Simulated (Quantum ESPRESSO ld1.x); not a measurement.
Results of a calculation; reference values are marked as such.
Question: All-electron atom: Ar13+ in [He] 2s2 2p1. Level of theory: scalar-relativistic Kohn-Sham, PBE, spin-unpolarised, spherical densities, point nucleus (ld1.x of Quantum ESPRESSO 7.5). Some entries of the table are withheld. Estimate them.

| orbital | occ. | eigenvalue (hartree) | <r> (bohr) |
|---|---|---|---|
| 1s | 2 | -137.0072 | 0.08522 |
| 2s | 2 | -27.9870 | 0.3688 |
| 2p | 1 | (1) | (2) |

Answer: 
(1) 2p eigenvalue (hartree): -26.3300
(2) 2p <r> (bohr): 0.3204
